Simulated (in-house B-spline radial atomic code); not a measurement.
Configurations of Al²⁺, with energies counted from [Ne] 3s1. Method: scalar-relativistic (X2C) B3LYP, spin-polarised, spherical fractional occupations, Fermi nucleus of rms radius 3.061 fm. Calculated with a radial B-spline atomic code at the basis-set limit. Caution: exact exchange at fractional occupations of open shells leaves self-interaction of up to several eV. Shells without spins written out take the highest spin.

Occupations are held fixed; configurations that lie above the ionisation limit could autoionise.

| configuration | E - E(ref) (eV) | highest orbital | its <r> (bohr) |
| --- | --- | --- | --- |
| [Ne] 4s(1 up, 0 down) | 15.578 | 4s up | 4.675 |
| [Ne] 4d(0 up, 1 down) | 20.866 | 4d down | 6.501 |
| [He] 2s2 2p5 3s1 4p1 | 96.251 | 4p up | 5 |
| [He] 2s1 2p6 3s2 | 112.78 | 3s down | 2.048 |
| [He] 2s1 2p6 3s1 4s1 | 130.45 | 4s up | 4.419 |
| [He] 2s(1 up, 0 down) 2p6 3s(0 up, 1 down) 4d(0 up, 1 down) | 136.39 | 4d down | 6.067 |

Q: Order these further configurations by energy, lowest first.
A. [He] 2s2 2p5 3s1 3p1
B. [He] 2s1 2p6 3s1 4d1
C. [He] 2s1 2p6 3s1 4f1
D. [Ne] 3p1
E. [He] 2s(0 up, 1 down) 2p6 3s(0 up, 1 down) 4p(1 up, 0 down)

A: D (7.2488 eV), A (82.229 eV), E (133.07 eV), B (135.93 eV), C (137.12 eV).

Q: How far above the reference does [Ne] 3d1 lie?

A: 15.162 eV; its least bound orbital is 3d up with <r> = 3.309 bohr.

Q: How far above the reference does [He] 2s2 2p5 3s1 4d1 lie?

A: 99.181 eV; its least bound orbital is 4d up with <r> = 6.045 bohr.
